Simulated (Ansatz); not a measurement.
Born–Oppenheimer molecular dynamics of C$_{4}$H$_{12}$Si$_{2}$ (18 atoms, charge 0, multiplicity 1). It goes on from the last frame of an earlier run, with new velocities.

The calculation used Ansatz 0.2.0, RKS PBE-D4/STO-3G.

```yaml
ensemble: NVT, Langevin thermostat
time_step: 0.5 fs
steps_asked: 166
set_temperature: 500 K
friction: 0.05 /fs
seed: 100065
```

First frame:

```xyz
18
Properties=species:S:1:pos:R:3
C 0.396 -1.362 0.936
C 0.591 -0.324 -0.187
C 2.115 -0.068 -0.408
Si -0.486 -0.266 -1.721
C -0.430 0.914 -0.259
Si -1.962 1.155 0.862
H 0.931 -2.279 0.633
H -0.683 -1.597 1.045
H 0.742 -1.019 1.931
H 2.287 0.621 -1.260
H 2.692 -1.021 -0.588
H 2.531 0.374 0.495
H 0.060 0.105 -3.000
H -1.621 -1.192 -1.714
H 0.061 1.867 -0.393
H -2.484 -0.211 1.065
H -1.752 1.589 2.250
H -2.721 2.213 0.167
```

**Question.** How far do the bonds stretch over the last three quarters of this one trajectory? (Pairs bonded in most of those frames.)

**Answer.** 
| bond | mean (Å) | spread (Å) | shortest | longest |
| --- | --- | --- | --- | --- |
| C1–C2 | 1.565 | 0.024 | 1.52 | 1.60 |
| C1–H7 | 1.117 | 0.033 | 1.05 | 1.17 |
| C1–H8 | 1.107 | 0.022 | 1.06 | 1.15 |
| C1–H9 | 1.108 | 0.029 | 1.05 | 1.17 |
| C2–C3 | 1.556 | 0.040 | 1.50 | 1.63 |
| C2–Si4 | 1.876 | 0.039 | 1.81 | 1.93 |
| C2–C5 | 1.572 | 0.042 | 1.47 | 1.63 |
| C3–H10 | 1.111 | 0.022 | 1.06 | 1.16 |
| C3–H11 | 1.108 | 0.031 | 1.03 | 1.20 |
| C3–H12 | 1.113 | 0.036 | 1.03 | 1.19 |
| Si4–C5 | 1.850 | 0.043 | 1.76 | 1.92 |
| Si4–H13 | 1.463 | 0.036 | 1.40 | 1.53 |
| Si4–H14 | 1.461 | 0.054 | 1.34 | 1.60 |
| C5–Si6 | 1.853 | 0.047 | 1.80 | 1.95 |
| C5–H15 | 1.108 | 0.042 | 1.03 | 1.22 |
| Si6–H16 | 1.458 | 0.025 | 1.42 | 1.52 |
| Si6–H17 | 1.468 | 0.058 | 1.36 | 1.55 |
| Si6–H18 | 1.457 | 0.016 | 1.43 | 1.49 |

Mean temperature of the second half: 471 K. A run of 0.083 ps of so small a system gives no equilibrium averages. Limits of this set-up: minimal basis.

Time of the run: 7.4 min on 1 thread of Intel(R) Xeon(R) Platinum 8488C (Sapphire Rapids) (shared host), peak memory 0.12 GiB.
